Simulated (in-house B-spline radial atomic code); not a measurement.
**Ionising neutral arsenic with different functionals**

Computed with an all-electron radial atomic-structure program (B-spline basis): four-component Dirac-Coulomb Hamiltonian, Fermi nucleus of rms radius 4.0968 fm, spin-restricted, spherical fractional occupations for the functionals. The ionisation energy is the difference of two self-consistent energies, [Ar] 3d10 4s2 4p3 → [Ar] 3d10 4s2 4p2, without Breit or QED terms; ε is the level of the shell that loses the electron (mean over j). The electron is taken from both j subshells in proportion to 2j + 1, so the result is a j average, not the step between ground levels.

Hybrids are left out here: with spherical fractional occupations of an open shell their exact exchange keeps a self-interaction that integer-occupation calculations don't have.

```json
{"method": "LDA VWN5", "rung": "LDA", "ΔSCF (eV)": "9.32", "-ε(4p) (eV)": "5.34"}
{"method": "relativistic LDA", "rung": "LDA", "ΔSCF (eV)": "?", "-ε(4p) (eV)": "?"}
{"method": "LDA PW92", "rung": "LDA", "ΔSCF (eV)": "9.32", "-ε(4p) (eV)": "5.34"}
{"method": "LDA exchange-only", "rung": "LDA", "ΔSCF (eV)": "8.19", "-ε(4p) (eV)": "4.30"}
{"method": "PBE", "rung": "GGA", "ΔSCF (eV)": "9.15", "-ε(4p) (eV)": "5.20"}
{"method": "PBEsol", "rung": "GGA", "ΔSCF (eV)": "?", "-ε(4p) (eV)": "?"}
{"method": "BLYP", "rung": "GGA", "ΔSCF (eV)": "9.03", "-ε(4p) (eV)": "5.07"}
{"method": "RPBE", "rung": "GGA", "ΔSCF (eV)": "9.11", "-ε(4p) (eV)": "5.16"}
{"method": "PW91", "rung": "GGA", "ΔSCF (eV)": "9.21", "-ε(4p) (eV)": "5.24"}
{"method": "BP86", "rung": "GGA", "ΔSCF (eV)": "9.28", "-ε(4p) (eV)": "5.32"}
{"method": "AM05", "rung": "GGA", "ΔSCF (eV)": "9.12", "-ε(4p) (eV)": "5.16"}
{"method": "OLYP", "rung": "GGA", "ΔSCF (eV)": "8.99", "-ε(4p) (eV)": "5.03"}
```

Problem. What does relativistic LDA give?

Solution. ΔSCF 9.32 eV, and -ε(4p) = 5.35 eV.

Problem. What does PBEsol give?

Solution. ΔSCF 9.16 eV, and -ε(4p) = 5.20 eV.

Problem. How do they compare with the NIST value?

Solution. NIST lists 9.789 eV (measured, ground level to ground level). Errors run from -1.60 to -0.46 eV; relativistic LDA is closest (-0.46 eV), but part of that can be cancellation, since the calculations leave out Breit-QED terms, spin polarisation, the choice among j levels, multiplet and fine-structure energies.
